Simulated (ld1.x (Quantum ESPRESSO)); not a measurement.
## chromium (Cr): excitation energies, all-electron against PAW

```json
{"Element": "Cr", "Generator": "ld1.x (Quantum ESPRESSO) 7.5", "Type": "PAW", "Functional": "PBE", "Relativity": "fully relativistic", "Frozen core": "[Ar]", "Valence charge": "6", "Reference configuration": "3d5 4s0.5 4p0.5", "Partial waves": "4s (bound): rcut 2.60, rcutus 2.85 bohr; 4s channel at 1.4 Ry: rcut 2.60, rcutus 2.85 bohr; 4p (bound): rcut 2.40, rcutus 2.70 bohr; 4p channel at 0.55 Ry: rcut 2.40, rcutus 2.70 bohr; 3d (bound): rcut 1.30, rcutus 1.55 bohr; 3d channel at 1.15 Ry: rcut 1.30, rcutus 1.55 bohr", "Local potential": "all-electron potential smoothed inside 1.55 bohr (lloc = -1)", "Core correction": "Bessel-smoothed model core inside 0.85 bohr", "Augmentation charge": "BESSEL, radius 1.40 bohr"}
```

Open shells are filled in proportion to 2j + 1 (rel_dist='average').

Energies are relative to the spin-unpolarised reference configuration 3d5 4s0.5 4p0.5; without spin polarisation the order of configurations can differ from experiment. The frozen-core shift is the all-electron ΔE with the core orbitals held at their reference shape minus the fully relaxed ΔE.

Q: Give the all-electron excitation energy and the error of the potential for: 3d5 4s1 4p0; 3d5 4s0 4p0; 3d4 4s0 4p0; 3d4 4s2 4p0; 3d5 4s0.5 4p0; 3d5 4s0 4p1; 3d6 4s0 4p0.

A:

```csv
valence configuration,charge,ΔE all-electron (eV),error AE − PS (meV),frozen-core shift (meV)
3d5 4s1 4p0,0,-1.534,-0.1,+0.4
3d5 4s0 4p0,+1,5.367,-0.8,+3.5
3d4 4s0 4p0,+2,21.420,-107,+106
3d4 4s2 4p0,0,-1.633,-103,+94
3d5 4s0.5 4p0,+0.5,1.173,-0.5,+0.5
3d5 4s0 4p1,0,1.587,+0.6,+0.3
3d6 4s0 4p0,0,0.197,-19,+21
```

Levels in the configuration 3d5 4s0.5 4p0:

```tsv
level	all-electron (eV)	pseudo (eV)
3d j=3/2	-6.253	-6.246
3d j=5/2	-6.174	-6.167
4s j=1/2	-6.862	-6.866
```

The ghost test of this file was not conclusive.
